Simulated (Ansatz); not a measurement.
Mulliken charges of FGeH$_{5}$O$_{2}$Si, SMILES `[OH][GeH2][SiH](O)F` from r2SCAN/def2-TZVPP in Ansatz (PBE0-D4/def2-TZVP geometry).

```
atom   x (Å)   y (Å)   z (Å)  charge (e)
  O1  -2.084   0.703  -0.045      -0.453
 Ge2  -0.540   0.595  -0.945       0.298
 Si3   0.985  -0.231   0.687       0.646
  O4   0.719  -1.837   0.822      -0.395
  F5   2.474   0.042   0.161      -0.318
  H6  -2.813   1.000  -0.594       0.188
  H7  -0.708  -0.346  -2.157      -0.032
  H8  -0.157   1.998  -1.465      -0.037
  H9   0.895   0.437   2.010      -0.102
 H10   1.056  -2.301   1.590       0.206
```

Problem. By hand: the dipole of these point charges (1 e Å = 4.8032 D).

Solution. Σ q r = (-0.025, 0.028, -0.059) e Å, of length 0.070 e Å = 0.34 D.

Problem. How does the dipole of the full density compare? (An estimate is asked.)

Solution. Computed: (-0.085, -0.061, 0.066) e Å, 0.59 D; the point charges give 0.58 times that, at 114° from its direction.

Point charges leave out the atoms' own dipoles, such as those of lone pairs, and Mulliken's split depends on the basis, so the two needn't agree.
